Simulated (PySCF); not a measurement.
Species: [GaI4]- (charge -1).
Bonds: Ga1–I2, Ga1–I3, Ga1–I4, Ga1–I5.

Method: PySCF, PBE0-D3(BJ)/def2-SVP geometry optimisation, gas phase, def2 core potentials past Kr; density fitting, grid level 1; the optimiser is geomeTRIC in internal coordinates, started from a GFN2-xTB structure with every atom displaced at random (about 0.03 Å).

Step 0: E = -84778.6366 eV
```
atom  x, y, z in Å  |  force x, y, z in eV/Å
Ga1     0.0613   -0.0766    0.0123   -1.013   0.364   0.016
I2     -0.0051   -0.0302    2.5663    0.018  -0.056   0.138
I3      2.3614    0.0038   -0.8951    0.936  -0.054  -0.298
I4     -1.1216    2.1104   -0.8489    0.052  -0.244   0.102
I5     -1.2211   -2.1179   -0.8967    0.007  -0.009   0.043
```

Step 1: E = -84778.6961 eV
```
atom  x, y, z in Å  |  force x, y, z in eV/Å
Ga1     0.0396   -0.0517    0.0024   -0.110   0.175  -0.083
I2     -0.0211   -0.0374    2.5739    0.050  -0.035  -0.015
I3      2.4468   -0.0099   -0.9158   -0.014  -0.051   0.053
I4     -1.1527    2.0926   -0.8383    0.035  -0.084   0.028
I5     -1.2378   -2.1041   -0.8843    0.039  -0.005   0.017
```

Q: Estimate the geometry and energy of step 2. (The exact step hangs on the optimiser's Hessian estimate; all steps are aligned on step 1, rigid shifts and turns removed.)

A: E = -84778.7014 eV, largest force 0.078 eV/Å
```
atom  x, y, z in Å  |  force x, y, z in eV/Å
Ga1     0.0286   -0.0362   -0.0044   -0.015   0.066  -0.038
I2     -0.0095   -0.0442    2.5664    0.031  -0.016   0.010
I3      2.4456   -0.0217   -0.9028   -0.017  -0.029   0.036
I4     -1.1601    2.0922   -0.8400   -0.007   0.003  -0.004
I5     -1.2299   -2.1006   -0.8813    0.008  -0.024  -0.004
```

The energy changes by -0.0053 eV. The first-order estimate −F·Δx gives -0.0068 eV and the mean of the old and new forces, exact on a quadratic surface, -0.0048 eV. The step makes an angle of 39° with the force vector and moves no atom by more than 0.020 Å.

What follows is the cost of the whole optimisation. The run took 99 s wall on one thread, Arm Neoverse V1 (aarch64), on a shared host, and the process peaked at 0.66 GiB of memory.
